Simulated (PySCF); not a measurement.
## TDDFT excited states: Al3Cl3O3

Compound: (ClAlO)3 ring, Al3Cl3O3.
Bonds: Al1–Cl2, Al1–O3, Al1–O9, O3–Al4, Al4–Cl5, Al4–O6, O6–Al7, Al7–Cl8, Al7–O9.

Method: TDDFT CAM-B3LYP/def2-SVPD, vertical, gas phase, core orbitals frozen in the response (PySCF). One conformer (not necessarily the lowest) at the PBE0-D3(BJ)/def2-SVP geometry, without solvent, vibrations or thermal averaging.

```
state  E (eV)  ν̃ (cm⁻¹)       f   main configurations (H = HOMO, L = LUMO)
   S1    6.54      52770   0.022                     H→L (66%), H-6→L (19%)
   S2    6.56      52890   0.021                   H-1→L (65%), H-7→L (21%)
   S3    6.78      54650  0.0001                   H-4→L (58%), H-8→L (28%)
   S4    6.78      54720  0.0001                   H-5→L (58%), H-9→L (30%)
   S5    6.92      55840  0.0000                                H-2→L (78%)
   S6    6.99      56370   0.019                                H-3→L (71%)
   S7    7.17      57800   0.115     H-7→L (56%), H-1→L (14%), H-2→L+2 (8%)
   S8    7.17      57860   0.113      H-6→L (57%), H→L (13%), H-2→L+1 (10%)
   S9    7.34      59180  0.0001      H-8→L (38%), H-9→L (17%), H-4→L (13%)
  S10    7.34      59200  0.0001      H-9→L (38%), H-8→L (18%), H-5→L (14%)
  S11    7.94      64020  0.0000  H→L+5 (52%), H-2→L+4 (13%), H-1→L+4 (11%)
  S12    7.94      64020  0.0000  H-1→L+3 (26%), H-1→L+4 (21%), H→L+4 (11%)
  S13    7.96      64240  0.0001  H-1→L+3 (31%), H→L+4 (29%), H-2→L+5 (11%)
  S14    8.19      66080  0.0010   H-14→L (35%), H→L+2 (13%), H-1→L+1 (13%)
  S15    8.22      66300  0.0001  H→L+1 (19%), H-1→L+2 (14%), H-6→L+5 (13%)
```

Triplets, Tamm–Dancoff:

```tsv
state	E (eV)	λ (nm)	main configurations (H = HOMO, L = LUMO)
T1	6.26	198.0	H→L (56%), H-6→L (27%)
T2	6.28	197.6	H-1→L (54%), H-7→L (29%)
T3	6.52	190.3	H-4→L (49%), H-8→L (35%)
T4	6.52	190.1	H-5→L (48%), H-9→L (37%)
```

The lowest singlet comes at 189 nm (631 kJ/mol) in the vacuum ultraviolet; it is weak; its leading configuration is HOMO→LUMO (66%). The strongest level in the table is S7/S8 at 7.17 eV (173 nm, f = 0.228 summed). S3/S4, S7/S8, S9/S10 and S11/S12 lie within about 0.01 eV of each other in each set. Löwdin shares by element: HOMO (one of a set within 0.03 eV) chlorine 59% or more, oxygen 32% or more; LUMO aluminium 69%, oxygen 6% or more (atoms not listed hold the other 26%). The listed states span 1.68 eV, and the widest gap between neighbours is 0.60 eV (S10 to S11). Weighted by f, the mean energy of these states is 7.07 eV. The oscillator strengths of these states sum to 0.293; summed over the whole spectrum of an exact calculation they would give the number of electrons, 114 (Thomas–Reiche–Kuhn). The vertical ionisation energy (ΔSCF) is 11.72 eV, 3.50 eV above S15. Orbitals of the list HOMO-3 to LUMO+2 that lie within 0.01 eV of each other are written together with a slash and their weights summed (≥ marks a lower bound); for degenerate orbitals outside that list single weights are arbitrary. Singlets were solved by full linear response, triplets in the Tamm–Dancoff approximation.
